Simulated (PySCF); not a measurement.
# Two-component Hartree-Fock for P (phosphorus, neutral)

Start: [Ne] 3s2 3p3; 3p1/2 filled at m_j = -1/2, +1/2; 3p3/2 filled at m_j = +3/2. Calculated with PySCF 2.14 in x2c-TZVPall-2c with one added diffuse shell each of s, p type (6s7p2d1f, 44 functions): generalised Hartree-Fock with the X2C-1e Hamiltonian and a Gaussian nucleus; one run each with spin-orbit coupling (SO) switched off, then screened by Boettger's factors.

```csv
spinor shell,electrons,"ε, spin-free (eV)","ε, screened SO (eV)",weight of nominal j (screened SO),"rms radius, screened SO (bohr)"
1s1/2,2,-2182.0,-2182.0,1.000,0.120
2s1/2,2,-205.38,-205.37,1.000,0.560
2p1/2,2,-146.94,-147.84,0.819,0.538
2p3/2,4,-146.94,-146.49,0.910,0.540
3s1/2,2,-19.036,-19.035,1.000,2.08
3p1/2,2,-10.658,-10.670,0.507,2.53
3p3/2,1,-10.658,-10.635,1.000,2.53
```

```json
{"quantity": "E (hartree)", "spin-free": "-341.52624", "screened SO": "-341.52668"}
{"quantity": "M_J", "spin-free": "3/2", "screened SO": "3/2"}
{"quantity": "⟨J²⟩", "spin-free": "3.751", "screened SO": "3.751"}
{"quantity": "⟨L²⟩", "spin-free": "0.000", "screened SO": "0.000"}
{"quantity": "⟨S²⟩", "spin-free": "3.751", "screened SO": "3.750"}
```

Each row is a mean over spinors that exchange with the open shell spreads, by up to 7.606 eV (3s1/2).

Rows whose weight is well below 1 are mixtures of j = l ± 1/2: exchange outweighs spin-orbit coupling there, and the label is only the starting occupation.

Without spin-orbit coupling the j labels of p, d and f shells carry no meaning; the spin-free column gives the mean over the occupied spinors of each nl shell.
